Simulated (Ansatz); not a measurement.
Abridged output of a molecular run in Ansatz:

```
Functional definition: HF
1515 factors; integrals over basis functions are off by at most 1.4e-3 eV
mean field evaluation 1: about -81698.1181 eV, gradient 3.3e1 eV
mean field evaluation 2: about -81698.1454 eV, gradient 3.3e1 eV
mean field evaluation 4: about -81701.4750 eV, gradient 4.4e0 eV
mean field evaluation 8: about -81701.5486 eV, gradient 1.8e-1 eV
mean field evaluation 16: about -81701.5138 eV, gradient 4.3e-1 eV
mean field -81701.54869207 eV, -3002.4765351349 hartree, gradient 2.9e-6 eV, S^2 0.000000; 0 other end points of the search recorded, 0 dependent functions left out
25 core orbitals not correlated: weight in the atoms' cores, before any rotation towards them, 1.000 or more for the frozen orbitals, at most 0.000 for the correlated occupied ones
reference -81701.54869207 eV, -3002.4765351349 hartree; 21, 21 occupied and 109, 109 virtual orbitals, 1515 factors
second order -19.30431353 eV of doubles, -0.00000000 eV of singles
cycle   1  -20.48829177 eV  change    -1.2e0 eV  update   1.2e-1
cycle   2  -21.30121927 eV  change   -8.1e-1 eV  update   3.6e-2
cycle   3  -21.40875536 eV  change   -1.1e-1 eV  update   1.5e-2
cycle   4  -21.39981601 eV  change    8.9e-3 eV  update   3.6e-3
cycle   5  -21.40009495 eV  change   -2.8e-4 eV  update   1.2e-3
cycle   6  -21.39953179 eV  change    5.6e-4 eV  update   3.2e-4
cycle   7  -21.39939657 eV  change    1.4e-4 eV  update   1.0e-4
cycle   8  -21.39941733 eV  change   -2.1e-5 eV  update   3.1e-5
perturbative correction -0.59972844 eV, -0.0220396137 hartree
Total energy: -81723.54783785 eV, -3003.2849888306 hartree
```

Its atoms:

Z-matrix (Å, degrees):
```
Si
Si 1 2.345
H 1 1.488 2 110.2
H 1 1.490 2 110.0 3 119.1
H 1 1.489 2 111.2 3 -120.8
N 2 1.734 1 111.9 3 -62.8
H 2 1.491 1 109.2 3 174.1
H 2 1.492 1 109.4 3 56.0
Ge 6 1.854 2 119.8 1 -69.1
Si 6 1.729 2 120.5 1 109.5
H 9 1.537 6 106.4 2 -5.5
H 9 1.537 6 109.1 2 -125.2
H 9 1.538 6 109.8 2 114.2
H 10 1.488 6 111.5 2 -54.6
H 10 1.488 6 111.9 2 66.3
H 10 1.489 6 107.7 2 -174.0
```

(1) Which basis set was used?
A. def2-SVP
B. cc-pV(T+d)Z
C. def2-TZVPP
D. cc-pV(Q+d)Z

(2) Write the keys of the input that set method, charge and spin (a neutral closed shell needs none for the last two).

Results:

(1) A. It gives 155 functions.

(2) 
```yaml
correlation: {method: ccsd_t}
```
